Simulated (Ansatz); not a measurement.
`[SiH3]Cl` + `N[SiH](F)F` → `N[Si](F)(F)[SiH3]` + HCl  (formal exchange of groups at the Si–Cl bond)

Computed with Ansatz on PBE0-D4/def2-TZVP structures; ΔE is electronic, products minus reactants. CCSD(T)/CBS is the MP2 limit (def2-TZVPP, def2-QZVPP) plus CCSD(T) − MP2 in def2-TZVPP, frozen cores. This one scheme is used for every species. DFT in def2-TZVPP. HSE06 is defined as in plane-wave codes. Each species was taken in one conformer, which may not be the lowest.

**Question.** Is it downhill or uphill in electronic energy at CCSD(T)/CBS, and by how much? (Best estimate.)

**Answer.** Computed: Uphill: ΔE = +104.3 kJ/mol.

**Question.** What do these levels give: LDA (SPW92), PBE-D4, HSE06-D4, BHLYP-D4, ωB97X-V, ωB97M-V, PBE0, RPA@PBE/def2-TZVPP, HF/def2-SVP, MP2/def2-TZVPP, SCS-MP2/def2-TZVPP, HF/def2-QZVPP? (An estimate is asked.)

**Answer.** Computed: LDA (SPW92) 83.3, PBE-D4 84.1, HSE06-D4 92.3, BHLYP-D4 107.6, ωB97X-V 101.0, ωB97M-V 106.9, PBE0 95.7, RPA@PBE/def2-TZVPP 100.8, HF/def2-SVP 120.1, MP2/def2-TZVPP 113.0, SCS-MP2/def2-TZVPP 114.2, HF/def2-QZVPP 127.2 kJ/mol.

**Question.** What do rigid-rotor, harmonic-oscillator terms from PBE0-D4/def2-TZVP frequencies (298.15 K, 1 bar) make of the CCSD(T)/CBS value? (An estimate is asked.)

**Answer.** The calculation gave: ΔZPE = -7.6 kJ/mol, ΔH = +101.2 kJ/mol, ΔS = -3 J/(mol·K), ΔG = +102.1 kJ/mol.

Largest T1 diagnostic among the species: 0.012.

From BLYP to BHLYP (50 % exact exchange), in def2-TZVPP and without D4, ΔE moves by +14.1 kJ/mol. The D4 term adds −6.2 kJ/mol with B3LYP and −3.6 kJ/mol with PBE0; it sums over pairs of atoms, weighted by their polarisabilities, and B3LYP, whose exchange is more repulsive, gets the larger term.

B3LYP here is the variant with VWN-RPA as its local correlation; programs differ in this.
